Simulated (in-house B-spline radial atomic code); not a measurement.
**Ionising the aluminium ion Al⁺ with different functionals**

Computed with a radial B-spline atomic code at the basis-set limit: non-relativistic Hamiltonian, point nucleus, spin-polarised at highest spin, spherical fractional occupations for the functionals, and exact exchange of hybrids averaged over the configuration. The ionisation energy is the difference of two self-consistent energies, [Ne] 3s2 → [Ne] 3s1, without Breit or QED terms; ε is the level of the shell that loses the electron (its least bound occupied spin orbital).

| method | rung | ΔSCF (eV) | -ε(3s) (eV) |
| --- | --- | --- | --- |
| PBE0 | global hybrid | 18.65 | 15.74 |
| B3LYP | global hybrid | 18.91 | 15.61 |
| TPSSh | global hybrid | 18.61 | 15.22 |
| M06-2X | global hybrid | 19.00 | 16.81 |
| BHandHLYP | global hybrid | 18.69 | 16.59 |
| r2SCAN0 | global hybrid | 18.41 | 15.82 |
| B97-1 | global hybrid | ? | ? |
| HSE06 | range-separated hybrid | 18.66 | 15.35 |
| wB97X | range-separated hybrid | 18.65 | 18.01 |
| CAM-B3LYP | range-separated hybrid | ? | ? |
| LC-wPBE | range-separated hybrid | 18.60 | 18.31 |

What does CAM-B3LYP give?

ΔSCF 18.90 eV, and -ε(3s) = 17.07 eV.

What does B97-1 give?

ΔSCF 18.88 eV, and -ε(3s) = 15.51 eV.

Among the functionals, which spreads more, the ΔSCF values or the orbital energies?

The orbital energies: ΔSCF values span about 0.59 eV and the orbital energies 3.09 eV; here energy differences depend much less on the functional than eigenvalues do.

How do they compare with the NIST value?

NIST lists 18.829 eV (measured, ground level to ground level). Errors run from -0.42 to +0.17 eV; B97-1 is closest (+0.06 eV), but part of that can be cancellation, since the calculations leave out relativity, Breit-QED terms, the near-degeneracy of s² and p².
